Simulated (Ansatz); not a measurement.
Start from `C=C[Si](N)(O)F` and change one atom or group to get `N[Si](O)(F)F`.

Ansatz, PBE0-D4/def2-TZVP geometries, multiplicity 1. Each molecule was computed in one conformer, which needn't be the lowest.

```json
{"property": "ideal-gas entropy at 298 K and 1 bar (rigid rotor, harmonic PBE0-D4/def2-TZVP) / J/(mol·K)", "`C=C[Si](N)(O)F`": "364"}
{"property": "HOMO energy (PBE0/def2-TZVPP) / eV", "`C=C[Si](N)(O)F`": "-7.98"}
{"property": "zero-point energy (PBE0-D4/def2-TZVP) / kJ/mol", "`C=C[Si](N)(O)F`": "228.5"}
{"property": "size of the dipole moment (ωB97M-V/def2-TZVPP) / D", "`C=C[Si](N)(O)F`": "2.94"}
{"property": "HOMO–LUMO gap (ωB97M-V/def2-TZVPP) / eV", "`C=C[Si](N)(O)F`": "11.86"}
{"property": "size of the dipole moment (PBE/def2-TZVPP) / D", "`C=C[Si](N)(O)F`": "2.82"}
```

(1) Give the same properties after the change, and the shifts. (Best estimate.)

Results:

(1) Ansatz gave: 
```
                                                                                  property  `N[Si](O)(F)F`   shift
ideal-gas entropy at 298 K and 1 bar (rigid rotor, harmonic PBE0-D4/def2-TZVP) / J/(mol·K)             326     -38
                                                        HOMO energy (PBE0/def2-TZVPP) / eV           -8.37   -0.39
                                            zero-point energy (PBE0-D4/def2-TZVP) / kJ/mol           124.2  -104.3
                                        size of the dipole moment (ωB97M-V/def2-TZVPP) / D            3.19    0.25
                                                   HOMO–LUMO gap (ωB97M-V/def2-TZVPP) / eV           12.67    0.81
                                            size of the dipole moment (PBE/def2-TZVPP) / D            3.11    0.29
```

With PBE0 the HOMO falls by 0.39 eV and the LUMO rises by 1.05 eV, so the gap widens by about 1.44 eV. PBE moves the HOMO by -0.32 eV and ωB97M-V by -0.45 eV. The zero-point energy changes by -104.3 kJ/mol with -12 modes. Dipoles are sizes alone; their direction can turn.
